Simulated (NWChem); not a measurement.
System: GaNH3OCl; SMILES [NH2][Ga]([OH])[Cl]

Excerpt of the output:

```
             Northwest Computational Chemistry Package (NWChem) 7.3.0
             --------------------------------------------------------

 C1  symmetry detected

                             Geometry "geometry" -> ""
                             -------------------------

 Output coordinates in angstroms (scale by  1.889725989 to convert to a.u.)

  No.       Tag          Charge          X              Y              Z
 ---- ---------------- ---------- -------------- -------------- --------------
    1 Ga                  31.0000     0.00679993    -0.31277848    -0.00203824
    2 Cl                  17.0000    -0.02432746     1.83537527     0.00164297
    3 O                    8.0000     1.56907511    -1.15246427     0.00401345
    4 H                    1.0000     2.32670100    -0.55901965    -0.00300006
    5 N                    7.0000    -1.52546606    -1.23906178     0.01053051
    6 H                    1.0000    -1.56110066    -2.24879614    -0.03584923
    7 H                    1.0000    -2.43716990    -0.80428417    -0.03171713

 Effective nuclear repulsion energy (a.u.)     360.1679983772

                                 NWChem DFT Module
                                 -----------------

 Summary of "ao basis" -> "ao basis" (spherical)
 ------------------------------------------------------------------------------
       Tag                 Description            Shells   Functions and Types
 ---------------- ------------------------------  ------  ---------------------
 Ga                          6-31g*                 12       32   5s4p3d
 Cl                          6-31g*                  8       18   4s3p1d
 O                           6-31g*                  6       14   3s2p1d
 H                           6-31g*                  2        2   2s
 N                           6-31g*                  6       14   3s2p1d

            General Information
            -------------------
          SCF calculation type: DFT
          Wavefunction type:  closed shell.
          No. of atoms     :     7
          No. of electrons :    66
           Alpha electrons :    33
            Beta electrons :    33
          Charge           :     0
          Spin multiplicity:     1
          Use of symmetry is: off; symmetry adaption is: off
          Maximum number of iterations: 150
          AO basis - number of functions:    84
                     number of shells:    38
          Convergence on energy requested:  1.00D-06
          Convergence on density requested:  1.00D-05
          Convergence on gradient requested:  5.00D-04

              XC Information
              --------------
                       M06-2X Method XC Functional
                     Hartree-Fock (Exact) Exchange  0.540
                        M06-2X Exchange Functional  1.000
                      M06-2X Correlation Potential  1.000

             Grid Information
             ----------------
          Grid used for XC integration:  medium
          Radial quadrature: Mura-Knowles
          Angular quadrature: Lebedev.
          Tag              B.-S. Rad. Rad. Pts. Rad. Cut. Ang. Pts.
          ---              ---------- --------- --------- ---------
          Ga                  1.30      112           8.0       590
          Cl                  1.00       88          11.0       590
          O                   0.60       49          10.0       434
          H                   0.35       45          11.0       434
          N                   0.65       49          10.0       434
          Grid pruning is: on
          Number of quadrature shells:   433
          Spatial weights used:  Erf1

      Superposition of Atomic Density Guess
      -------------------------------------

 Sum of atomic energies:       -2512.93876912

      Non-variational initial energy
      ------------------------------

 Total energy =   -2513.940911
 1-e energy   =   -4215.118244
 2-e energy   =    1341.009335
 HOMO         =      -0.348318
 LUMO         =      -0.040757

     ---------------------------------------------
      Total Density - Mulliken Population Analysis
     ---------------------------------------------

    Atom       Charge   Shell Charges
 -----------   ------   -------------------------------------------------------
    1 Ga  31    29.66   2.00  2.00  6.00  2.00  5.99  0.76  0.70  0.01  0.06  6.86  2.97  0.31
    2 Cl  17    17.39   2.00  2.00  5.98  1.38  3.71  0.54  1.77  0.01
    3 O    8     9.15   2.00  0.94  3.15  0.94  2.11  0.01
    4 H    1     0.44   0.36  0.09
    5 N    7     8.25   2.00  0.82  2.68  0.80  1.95  0.01
    6 H    1     0.55   0.41  0.14
    7 H    1     0.55   0.41  0.14

   convergence    iter        energy       DeltaE   RMS-Dens  Diis-err
 ---------------- ----- ----------------- --------- --------- ---------
 d= 0,ls=0.0,diis     1  -2516.4669619301 -2.88D+03  1.34D-02  7.60D-01
 d= 0,ls=0.0,diis     2  -2516.4528979390  1.41D-02  6.74D-03  1.02D+00
 d= 0,ls=0.0,diis     3  -2516.5528579070 -1.00D-01  1.10D-03  1.49D-02
 d= 0,ls=0.0,diis     4  -2516.5541588879 -1.30D-03  4.54D-04  2.09D-03
 d= 0,ls=0.0,diis     5  -2516.5544137253 -2.55D-04  1.04D-04  2.04D-04
  Resetting Diis
 d= 0,ls=0.0,diis     6  -2516.5544355413 -2.18D-05  4.48D-05  1.22D-05
 d= 0,ls=0.0,diis     7  -2516.5544375461 -2.00D-06  1.58D-05  8.08D-07
 d= 0,ls=0.0,diis     8  -2516.5544376487 -1.03D-07  6.64D-06  5.33D-07

         Total DFT energy =    -2516.554437648691
      One electron energy =    -4217.901250089104
           Coulomb energy =     1461.235013820693
    Exchange-Corr. energy =     -120.056199757520
 Nuclear repulsion energy =      360.167998377239

 Numeric. integr. density =       65.999995139212

                       DFT Final Molecular Orbital Analysis
                       ------------------------------------

 Vector   31  Occ=2.000000D+00  E=-3.800105D-01
              MO Center=  4.8D-01,  8.5D-01,  1.9D-03, r^2= 3.4D+00
   Bfn.  Coefficient  Atom+Function         Bfn.  Coefficient  Atom+Function
  ----- ------------  ---------------      ----- ------------  ---------------
    41      0.587477  2 Cl pz                55     -0.357675  3 O  pz
    45      0.337075  2 Cl pz                59     -0.281145  3 O  pz
    37     -0.228339  2 Cl pz                19     -0.052016  1 Ga d -1
    29      0.044191  1 Ga d -1              21     -0.035074  1 Ga d  1
    31      0.025515  1 Ga d  1

 Vector   32  Occ=2.000000D+00  E=-3.769781D-01
              MO Center=  1.5D-01,  1.4D+00,  1.7D-03, r^2= 2.6D+00
   Bfn.  Coefficient  Atom+Function         Bfn.  Coefficient  Atom+Function
  ----- ------------  ---------------      ----- ------------  ---------------
    39      0.663804  2 Cl px                43      0.365424  2 Cl px
    35     -0.256894  2 Cl px                54     -0.204065  3 O  py
    58     -0.152560  3 O  py                53      0.108266  3 O  px
    11     -0.066163  1 Ga px                40     -0.066471  2 Cl py
    18     -0.064747  1 Ga d -2              57      0.062869  3 O  px

 Vector   33  Occ=2.000000D+00  E=-3.301606D-01
              MO Center= -1.3D+00, -1.1D+00,  1.6D-02, r^2= 1.8D+00
   Bfn.  Coefficient  Atom+Function         Bfn.  Coefficient  Atom+Function
  ----- ------------  ---------------      ----- ------------  ---------------
    71      0.547272  5 N  pz                75      0.482686  5 N  pz
    55     -0.140236  3 O  pz                41     -0.136892  2 Cl pz
    13      0.124350  1 Ga pz                59     -0.121931  3 O  pz
    45     -0.095598  2 Cl pz                21     -0.065652  1 Ga d  1
    37      0.053257  2 Cl pz                 9     -0.050288  1 Ga pz

 Vector   34  Occ=0.000000D+00  E= 9.578140D-04
              MO Center=  1.4D-01, -2.1D-01, -8.1D-02, r^2= 5.5D+00
   Bfn.  Coefficient  Atom+Function         Bfn.  Coefficient  Atom+Function
  ----- ------------  ---------------      ----- ------------  ---------------
    14      1.207082  1 Ga s                 72     -0.496998  5 N  s
    42     -0.410975  2 Cl s                 56     -0.349254  3 O  s
    44      0.311911  2 Cl py                40      0.227135  2 Cl py
    10     -0.213456  1 Ga s                  6      0.175248  1 Ga s
    38     -0.158878  2 Cl s                 54     -0.130926  3 O  py

 Vector   35  Occ=0.000000D+00  E= 2.593910D-02
              MO Center= -3.9D-03, -3.1D-01,  7.2D-02, r^2= 4.9D+00
   Bfn.  Coefficient  Atom+Function         Bfn.  Coefficient  Atom+Function
  ----- ------------  ---------------      ----- ------------  ---------------
    17      0.656320  1 Ga pz                13      0.564151  1 Ga pz
    75     -0.292745  5 N  pz                45     -0.222708  2 Cl pz
    59     -0.216220  3 O  pz                71     -0.216954  5 N  pz
    41     -0.195200  2 Cl pz                55     -0.188527  3 O  pz
     9     -0.172202  1 Ga pz                37      0.072783  2 Cl pz

 Vector   36  Occ=0.000000D+00  E= 6.554105D-02
              MO Center= -4.0D-02, -3.0D-01, -8.5D-03, r^2= 9.1D+00
   Bfn.  Coefficient  Atom+Function         Bfn.  Coefficient  Atom+Function
  ----- ------------  ---------------      ----- ------------  ---------------
    15      1.289743  1 Ga px                72      0.623423  5 N  s
    16      0.340803  1 Ga py                56     -0.303249  3 O  s
    43     -0.242276  2 Cl px                39     -0.159643  2 Cl px
    42     -0.124111  2 Cl s                 54     -0.113078  3 O  py
    68      0.103352  5 N  s                 57     -0.101568  3 O  px

     ---------------------------------------------
      Total Density - Mulliken Population Analysis
     ---------------------------------------------

    Atom       Charge   Shell Charges
 -----------   ------   -------------------------------------------------------
    1 Ga  31    30.26   2.00  2.00  6.00  2.00  6.00  0.79  1.16 -0.03  0.09  6.88  2.93  0.46
    2 Cl  17    17.22   2.00  2.00  5.98  1.38  3.61  0.53  1.70  0.01
    3 O    8     8.79   2.00  0.89  2.88  0.98  2.02  0.02
    4 H    1     0.55   0.46  0.09
    5 N    7     7.91   2.00  0.75  2.51  0.82  1.81  0.02
    6 H    1     0.63   0.49  0.14
    7 H    1     0.63   0.49  0.14

     -------------------------------------------
      Total Density - Lowdin Population Analysis
     -------------------------------------------

    Atom       Charge   Shell Charges
 -----------   ------   -------------------------------------------------------
    1 Ga  31    30.70   2.00  2.00  6.00  1.97  5.91  0.55  1.16  0.17  0.37  6.70  3.05  0.84
    2 Cl  17    17.10   2.00  2.00  5.91  1.14  3.34  0.63  2.07  0.01
    3 O    8     8.50   1.99  0.85  2.75  0.71  2.17  0.03
    4 H    1     0.65   0.44  0.22
    5 N    7     7.58   1.99  0.67  2.36  0.56  1.98  0.03
    6 H    1     0.73   0.46  0.27
    7 H    1     0.73   0.46  0.27

     Multipole analysis of the density
     ---------------------------------

     L   x y z        total         alpha         beta         nuclear
     -   - - -        -----         -----         ----         -------
     0   0 0 0      0.000000    -33.000000    -33.000000     66.000000

     1   1 0 0     -0.326378     -0.163189     -0.163189     -0.000000
     1   0 1 0     -0.416199     -0.208099     -0.208099     -0.000000
     1   0 0 1     -0.068177     -0.034089     -0.034089      0.000000

     2   2 0 0    -25.797521   -101.795345   -101.795345    177.793168
     2   1 1 0      3.440704     -2.046624     -2.046624      7.533953
     2   1 0 1      0.212600     -0.006379     -0.006379      0.225357
     2   0 2 0    -33.261060   -173.199831   -173.199831    313.138602
     2   0 1 1      0.202323      0.011007      0.011007      0.180309
     2   0 0 2    -30.291293    -15.151681    -15.151681      0.012070

            General Information
            -------------------
          SCF calculation type: DFT
          Wavefunction type:  closed shell.
          No. of atoms     :     7
          No. of electrons :    66
           Alpha electrons :    33
            Beta electrons :    33
          Charge           :     0
          Spin multiplicity:     1
          Use of symmetry is: off; symmetry adaption is: off
          Maximum number of iterations: 150
          AO basis - number of functions:    84
                     number of shells:    38
          Convergence on energy requested:  1.00D-06
          Convergence on density requested:  1.00D-05
          Convergence on gradient requested:  5.00D-04

              XC Information
              --------------
                       M06-2X Method XC Functional
                     Hartree-Fock (Exact) Exchange  0.540
                        M06-2X Exchange Functional  1.000
                      M06-2X Correlation Potential  1.000

             Grid Information
             ----------------
          Grid used for XC integration:  medium
          Radial quadrature: Mura-Knowles
          Angular quadrature: Lebedev.
          Tag              B.-S. Rad. Rad. Pts. Rad. Cut. Ang. Pts.
          ---              ---------- --------- --------- ---------
          Ga                  1.30      112           8.0       590
          Cl                  1.00       88          11.0       590
          O                   0.60       49          10.0       434
          H                   0.35       45          11.0       434
          N                   0.65       49          10.0       434
          Grid pruning is: on
          Number of quadrature shells:   433
          Spatial weights used:  Erf1

          Convergence Information
          -----------------------
          Convergence aids based upon iterative change in
          total energy or number of iterations.
          Levelshifting, if invoked, occurs when the
          HOMO/LUMO gap drops below (HL_TOL):  1.00D-02
          DIIS, if invoked, will attempt to extrapolate
          using up to (NFOCK): 10 stored Fock matrices.

                    Damping( 0%)  Levelshifting(0.5)       DIIS
                  --------------- ------------------- ---------------
          dE  on:    start            ASAP                start
          dE off:    2 iters        150 iters           150 iters

                            NWChem DFT Gradient Module
                            --------------------------

  charge          =   0.00
  wavefunction    = closed shell

                         DFT ENERGY GRADIENTS

    atom               coordinates                        gradient
                 x          y          z           x          y          z
   1 Ga      0.012850  -0.591066  -0.003852   -0.001465  -0.001956   0.000026
   2 Cl     -0.045972   3.468356   0.003105    0.000203  -0.005900   0.000008
   3 O       2.965122  -2.177842   0.007584   -0.003280   0.005666   0.000090
   4 H       4.396827  -1.056394  -0.005669   -0.003201  -0.002264  -0.000072
   5 N      -2.882713  -2.341487   0.019900    0.008848   0.005115   0.000147
   6 H      -2.950052  -4.249609  -0.067745    0.000097  -0.001549  -0.000132
   7 H      -4.605583  -1.519877  -0.059937   -0.001201   0.000887  -0.000066
```

Level: M06-2X/6-31G* (spherical d). The geometry was optimised at PBE0/def2-SVP.

Write an input that gives this output.

One answer among several that fit: the input that was run:
```
start job
memory heap 200 mb stack 900 mb global 1100 mb
geometry units angstroms noautoz
  Ga     0.068505    -0.377369    -0.030425
  Cl    -0.131561     1.761523    -0.004703
  O      1.689204    -1.092844     0.054680
  H      2.397048    -0.442168     0.097110
  N     -1.384525    -1.420240    -0.114815
  H     -1.338038    -2.428844    -0.174324
  H     -2.323831    -1.057175    -0.203744
end
basis spherical
  Ga library 6-31g*
  Cl library 6-31g*
  O library 6-31g*
  H library 6-31g*
  N library 6-31g*
end
dft
  xc m06-2x
  iterations 150
  mulliken
end
task dft gradient
```
